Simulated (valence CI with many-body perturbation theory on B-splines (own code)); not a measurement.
Results of a calculation; reference values are marked as such.
Xe47+: what each term of the Hamiltonian does

Level of theory: relativistic CI+MBPT: five valence electrons over a frozen Dirac-Fock core [He], radial functions for each j: 9 s, 9 p, 8 d, 6 f, 3 g, 1 h, with the one-electron correlation potential Σ1, the two-electron term Σ2, the three-electron term Σ3, Breit, model QED; selected CI, second order for the rest (own B-spline code, finite nucleus).

The last digits are not significant, and no measured levels were compared; by estimate large intervals hold to a few tenths of a per cent, small ones and those within an open d or f shell to about a per cent. Among the levels kept, up to 1800 cm⁻¹ of a level comes from second order outside the variational space, and about a tenth of that is noise between levels of different J, which matters for small intervals.

Each rung adds one term. CI alone is the Dirac-Coulomb CI over the frozen core; QED comes last and gives the full result, which names the levels. Energies are above (2s^2 2p1/2^2 2p3/2) J=3/2 on the same rung, in eV.

Levels are named by their leading jj configuration (3d3/2^4 stands for four electrons in 3d with j = 3/2), which in mixed levels can hold well under half, so a name can repeat and another be missing. Letters in brackets count levels of one name in rising energy.

| Level | CI alone | + Σ1 | + Σ2 | + Σ3 | + Breit | Full |
| --- | --- | --- | --- | --- | --- | --- |
| (2s^2 2p1/2 2p3/2^2) J=3/2 | 326.7 | 326.8 | 326.7 | 326.7 | 321.6 | 322.3 |
| (2s^2 2p1/2 2p3/2^2) J=5/2 | 350.4 | 350.5 | 350.5 | 350.5 | 341.6 | 342.3 |
| (2s^2 2p1/2 2p3/2^2) J=1/2 | 377.0 | 377.1 | 377.2 | 377.2 | 372.9 | 373.5 |
| (2s 2p1/2^2 2p3/2^2) J=5/2 | 547.8 | 547.7 | 547.4 | 547.4 | 545.5 | 540.3 |
| (2s 2p1/2^2 2p3/2^2) J=1/2 | 613.0 | 612.8 | 612.6 | 612.5 | 614.2 | 608.9 |
| (2s 2p1/2^2 2p3/2^2) J=3/2 | 617.2 | 617.0 | 616.7 | 616.5 | 615.8 | 610.5 |
| (2s^2 2p3/2^3) J=3/2 | 706.4 | 706.6 | 706.6 | 706.6 | 695.7 | 696.9 |
| (2s 2p1/2 2p3/2^3) J=3/2 [a] | 892.8 | 892.7 | 892.6 | 892.5 | 887.4 | 882.8 |
| (2s 2p1/2 2p3/2^3) J=5/2 | 928.9 | 928.9 | 928.7 | 928.5 | 919.9 | 915.3 |
| (2s 2p1/2 2p3/2^3) J=1/2 | 962.2 | 962.2 | 961.8 | 961.6 | 956.7 | 952.0 |
| (2s 2p1/2 2p3/2^3) J=3/2 [b] | 975.6 | 975.5 | 975.2 | 975.0 | 967.9 | 963.2 |
| (2p1/2^2 2p3/2^3) J=3/2 | 1216.2 | 1215.9 | 1215.3 | 1215.0 | 1214.7 | 1204.2 |
| (2s 2p3/2^4) J=1/2 | 1306.0 | 1306.1 | 1305.9 | 1305.7 | 1295.6 | 1291.6 |
| (2p1/2 2p3/2^4) J=1/2 | 1564.1 | 1563.9 | 1563.3 | 1563.0 | 1557.3 | 1547.4 |
| (2s^2 2p1/2^2 3s) J=1/2 | 4576.7 | 4576.9 | 4577.0 | 4576.9 | 4573.2 | 4574.4 |
| (2s^2 2p1/2^2 3p1/2) J=1/2 | 4642.6 | 4642.8 | 4642.9 | 4642.7 | 4640.8 | 4640.3 |
| (2s^2 2p1/2^2 3p3/2) J=3/2 | 4752.4 | 4752.6 | 4752.6 | 4752.5 | 4748.6 | 4748.3 |
| (2s^2 2p1/2^2 3d3/2) J=3/2 | 4816.7 | 4816.9 | 4817.0 | 4816.9 | 4812.8 | 4812.3 |
| (2s^2 2p1/2^2 3d5/2) J=5/2 | 4853.5 | 4853.8 | 4853.8 | 4853.7 | 4848.4 | 4848.0 |

How does the ionisation energy move along the ladder, and which term matters most?

CI alone 8387.4, + Σ1 8387.7, + Σ2 8387.8, + Σ3 8387.7, + Breit 8382.2, + QED 8381.8 eV. The largest step is Breit, -5.5 eV. NIST lists 8382 ± 4 eV (theoretical).
